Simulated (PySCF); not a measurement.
# Correlation energy of Cu (copper, neutral)

[Ar] 3d10 4s1, 2S determinant. All numbers are calculated (PySCF 2.14, the spin-free X2C one-electron Hamiltonian (Gaussian nucleus), in ANO-RCC-VTZP). Frozen: [Ne]; 19 electrons correlated.

| level | correlation energy (mhartree) |
| --- | --- |
| CCSD | -783.84 |
| (T) | -23.90 |
| CCSD(T) | -807.74 |

Diagnostics: T1 = 0.019, D1 = 0.0737, largest double amplitude 0.029.

**Question.** Is a single reference adequate?

**Answer.** Yes: T1 lies below 0.03 and no double amplitude reaches 0.07.
